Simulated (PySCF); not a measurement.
# Dipole response of Ir (iridium, neutral)

[Xe] 4f14 5d9, 2D determinant (an excited configuration). Calculation: PySCF 2.14, in def2-TZVPPD with the def2 core potential (60 electrons); scalar relativity through the core potential. Coupled (time-dependent) response in atomic units; α is the mean over directions.

| method | mean α (bohr³) | α xx, yy, zz | C₆ (like pair) | S(−4) |
| --- | --- | --- | --- | --- |
| UHF | 31.62 | 37.50, 37.50, 19.86 | 221.3 | 895.6 |
| PBE | 32.97 | 26.22, 26.22, 46.46 | 218.0 | 1198 |
| PBE0 | 31.71 | 24.97, 24.97, 45.18 | 215.2 | 974.2 |
| wB97X | 33.46 | 39.41, 39.41, 21.56 | 240.9 | 865.6 |

S(−4) is the Cauchy moment in α(ω) = α(0) + S(−4) ω² + …

Spin-orbit coupling is absent.

α(iu) at PBE:

| u (hartree) | α(iu) (bohr³) |
| --- | --- |
| 0 | 32.97 |
| 0.0500 | 30.33 |
| 0.100 | 25.13 |
| 0.200 | 17.03 |
| 0.300 | 12.84 |
| 0.500 | 9.139 |
| 0.750 | 7.040 |
| 1.00 | 5.697 |
| 1.50 | 3.888 |
| 2.00 | 2.752 |
| 3.00 | 1.532 |
| 5.00 | 0.6480 |

The components differ because the open shell of this determinant is not spherical; for a pure term their mean is the scalar polarisability.

⟨L²⟩ = 7.88 against 6 for a pure D term, so this real determinant mixes terms. Energies and moments cover only the electrons outside the core potential. Spin-orbit coupling, absent here, splits the open shell strongly. The s, p, d and f populations moved away from the nominal configuration during the SCF.
